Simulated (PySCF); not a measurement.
## Working out the ionisation energy of Ne²⁺

Ne²⁺ [He] 2s2 2p4 (3P) → Ne³⁺ [He] 2s2 2p3 (4S). All numbers are calculated (PySCF 2.14, no relativity, point nucleus, in dyall-av3z (15s9p3d2f, 71 functions)). Frozen: 1s2; the 14 highest virtual orbitals dropped. Energies in hartree (1 hartree = 27.21139 eV):

```csv
part,Ne²⁺ (lower),Ne³⁺ (upper)
UHF,-126.380990,-124.109072
MP2 opposite-spin,-0.116137,-0.076675
MP2 same-spin,-0.036469,-0.030749
```

**Question.** What does Hartree-Fock give?

**Answer.** (-124.109072) − (-126.380990) = 2.271918 hartree = 61.822 eV.

**Question.** What do MP2 and SCS-MP2 (6/5 opposite-spin, 1/3 same-spin) give?

**Answer.** The opposite-spin parts differ by 1.074 eV and the same-spin parts by 0.156 eV. MP2: 61.822 + (1.074) + (0.156) = 63.052 eV. SCS-MP2: 61.822 + 1.2 × (1.074) + (0.156)/3 = 63.163 eV.

A first-order spin-orbit estimate adds 0.038 eV to MP2 (valence), giving 63.090 eV against 63.423 eV (measured; NIST Atomic Spectra Database, ionization energies).

What remains against the reference includes basis incompleteness, the frozen core and correlation beyond second order.
